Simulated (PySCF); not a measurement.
Telling isomers of C7H16Si apart by NMR

Level of theory: geometry from GFN2-xTB, PBE0/pcSseg-1 with gauge-including orbitals, in PySCF (non-relativistic, averaged over atoms made equivalent by symmetry, fast rotation or ring inversion, a single conformation, in vacuum).

References, each an isolated molecule treated in the same way: TMS for 1H (31.72 ppm) and 13C (186.93 ppm). Where no couplings were computed, multiplicities follow the n + 1 count of equivalent neighbours, and m marks all less simple cases (inequivalent or close neighbours, rings, F or P nearby). Shifts are as computed. Against solution values, carbons near 30 ppm lie about +3 ppm off and those near 130 ppm about +5 ppm. Of 1211 compounds with measured shifts, 218 miss one by over three times the rms of a fit or turn the order of signals round; such compounds aren't used in these exercises.

(1) Tabulate the signals of `CC(C)(C)[C@H]1CC[SiH2]1`, `CC(C)[Si@@]1(C)C[C@@H]1C`, `C/C=C/[SiH2]C(C)(C)C` and their relative energies.

(2) What is the quickest way to tell CC(C)(C)[C@H]1CC[SiH2]1 from CC(C)[Si@@]1(C)C[C@@H]1C?

(3) What is the quickest way to tell CC(C)[Si@@]1(C)C[C@@H]1C from C/C=C/[SiH2]C(C)(C)C?

(4) What is the quickest way to tell CC(C)(C)[C@H]1CC[SiH2]1 from C/C=C/[SiH2]C(C)(C)C?

Results:

(1) 
```json
{"SMILES": "CC(C)(C)[C@H]1CC[SiH2]1", "carbon types": "1×C 1×CH 2×CH2 3×CH3", "δC": "45.0, 33.4, 30.0, 25.1, 3.6", "δH": "4.80 (m, 1H), 4.69 (m, 1H), 2.31 (m, 1H), 2.21 (m, 1H), 2.07 (m, 1H), 1.38 (m, 1H), 1.11 (m, 1H), 0.90 (s, 9H)", "E rel. (kcal/mol)": "1.4"}
{"SMILES": "CC(C)[Si@@]1(C)C[C@@H]1C", "carbon types": "2×CH 1×CH2 4×CH3", "δC": "22.7, 22.0, 19.6, 19.2, 10.6, 9.9, -14.0", "δH": "1.23 (d, 3H), 1.23 (d, 3H), 1.22 (d, 3H), 0.85 (m, 1H), 0.80 (m, 1H), 0.57 (m, 1H), 0.12 (s, 3H), -0.13 (m, 1H)", "E rel. (kcal/mol)": "1.0"}
{"SMILES": "C/C=C/[SiH2]C(C)(C)C", "carbon types": "1×C 2×CH 4×CH3", "δC": "157.5, 129.7, 29.2, 27.2, 21.2", "δH": "6.48 (m, 1H), 6.07 (m, 1H), 4.12 (d, 2H), 2.05 (d, 3H), 1.00 (s, 9H)", "E rel. (kcal/mol)": "0.0"}
```

Energies are electronic energies at PBE0/pcSseg-1 on these geometries, without zero-point or thermal terms, each for the one conformer computed, which needn't be the lowest.

(2) Count the carbon signals: 5 against 7. The first has a quaternary sp3 carbon (C) at 33.4 ppm, the second a methyl carbon bonded to Si (CH3) at -14.0 ppm. Their most deshielded carbons lie at 45.0 and 22.7 ppm. In the proton spectra the most deshielded non-exchanging signals are 4.80 (m, 1H) and 1.23 (d, 3H).

(3) Count the carbon signals: 7 against 5. The first has an sp3 CH bonded to Si at 19.2 ppm, the second an alkene CH at 157.5 ppm. Their most deshielded carbons lie at 22.7 and 157.5 ppm. In the proton spectra the most deshielded non-exchanging signals are 1.23 (d, 3H) and 6.48 (m, 1H).

(4) Both give the same number of carbon signals, but DEPT or the intensities differ. The first has an sp3 CH bonded to Si at 45.0 ppm, the second an alkene CH at 157.5 ppm. In the proton spectra the most deshielded non-exchanging signals are 4.80 (m, 1H) and 6.48 (m, 1H).
